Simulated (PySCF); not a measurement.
CH3AlClFS. Atoms are numbered in the order given.

```xyz
8

Al     0.2839    -0.3915     0.0000
Cl    -0.4562    -2.3366     0.0000
F      1.9270    -0.1456     0.0000
S     -1.0082     1.3259     0.0000
C      0.2375     2.6737     0.0000
H      1.2642     2.2862     0.0000
H      0.0816     3.2891     0.8956
H      0.0816     3.2891    -0.8956
```
Charge 0, spin multiplicity 1.

Geometry optimised at PBE0-D3(BJ)/def2-SVP. The structure was generated by enumeration; whether it is a known compound was not checked. One conformer was computed; it need not be the lowest.

These are M06-2X/def2-TZVP (PySCF) values and carry that method's errors.

Gas-phase values at a fixed geometry.

Computed frontier levels, gap, dipole moment and polarisability:
```
Property                                                                                                       Result
---------------------------------------------------------------------------------------------  ----------------------
highest occupied level                                                                                       -8.78 eV
lowest empty level                                                                                           -0.40 eV
orbital gap                                                                                                   8.38 eV
dipole moment                                                                                                  1.90 D
quadrupole, principal values (traceless, Buckingham form, about the centre of nuclear charge)   -8.93, 4.13, 4.79 D·Å
mean static polarisability                                                                       64.7 bohr³ (9.58 Å³)
polarisability, principal values                                                               49.6, 58.1, 86.2 bohr³
```
